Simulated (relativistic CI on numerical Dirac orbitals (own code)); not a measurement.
**What each ingredient does to the levels of Tm XXIX**

Base calculation: Dirac-Coulomb-Breit CI, orbitals from a KLI potential per configuration, model QED (radiative potential, 1s self-energy scaled to tabulated hydrogen-like ionisation energies), unscaled Slater integrals.

CI space (outside the closed core [Ar] 3d10): 4s²4p⁶4d⁵, 4s²4p⁵4d⁶, 4s²4p⁶4d⁴4f, 4s4p⁶4d⁶, 4s²4p⁵4d⁵4f, 4s4p⁶4d⁵4f, 4s²4p⁶4d⁴5s, 4s²4p⁶4d³4f5s, 4s²4p⁶4d⁴5p, 4s²4p⁶4d⁴5d, 4s²4p⁵4d⁵5s, 4s²4p⁶4d⁴5f, 4s²4p⁶4d³5s5p, 4p⁶4d⁶4f, 4s²4p⁶4d⁴5g, 4s²4p⁶4d⁴6s, 4s²4p⁶4d⁴6p, 4s4p⁶4d⁵5p, 4p⁶4d⁷, 4p⁵4d⁸, 4p⁵4d⁷4f, 4s²4p⁶4d³5s², 4s²4p⁶4d²4f5s², 4s²4p⁵4d³4f5s², 4s4p⁶4d³4f5s². Double excitations out of closed p, d and f shells are left out; levels of such configurations are missing from the list, as are those of other unlisted configurations, and high levels can miss mixing partners. These lack a partner that the ground configuration has and come out too high: 4s²4p⁵4d⁵5s.

The lowest level and the first level of each name with at least 55 % of one term (blank where a level has no safe partner in the second run):

| Level | Base (cm⁻¹) | Shift (cm⁻¹) |
| --- | --- | --- |
| 4s²4p⁶4d⁵ ⁶S5/2 | 0 | 0 |
| 4s²4p⁶4d⁵ ⁴D1/2 | 194112 | +2381 |
| 4s²4p⁶4d⁵ ²I13/2 | 194611 | +6500 |
| 4s²4p⁶4d⁵ ²G7/2 | 227984 | +4806 |
| 4s²4p⁶4d⁵ ⁴F5/2 | 235519 | -262 |
| 4s²4p⁶4d⁵ ²G9/2 | 275250 | +2201 |
| 4s²4p⁶4d⁵ ²H11/2 | 303478 | +2512 |
| 4s²4p⁶4d⁵ ²P3/2 | 327380 | +1215 |
| 4s²4p⁶4d⁵ ²P1/2 | 381172 | +2421 |
| 4s²4p⁵4d⁶ ⁶F°11/2 | 1208761 | -28411 |
| 4s²4p⁵4d⁶ ⁶F°9/2 | 1286850 | -28869 |
| 4s²4p⁵4d⁶ ⁴H°13/2 | 1313851 | -28723 |
| 4s²4p⁵4d⁶ ⁴I°15/2 | 1347784 | -27944 |

At this charge energies of transitions that change n are usually good to better than 1 %, and those within a shell (Δn = 0) to a few per cent. Terms inside the open d or f shell come out 10 to 20 % too wide with unscaled integrals.

Task: One thing was changed in a second run, which moved the levels as shown. Which?
A. QED terms removed
B. only the first 3 configurations
C. Breit term removed

Result: B. Only the first 3 configurations. With fewer configurations the levels that remain lose their mixing partners.

LS names give the leading component of a level, which can be under half, so a name can repeat, a term be missing and a line seem to break the LS rules.
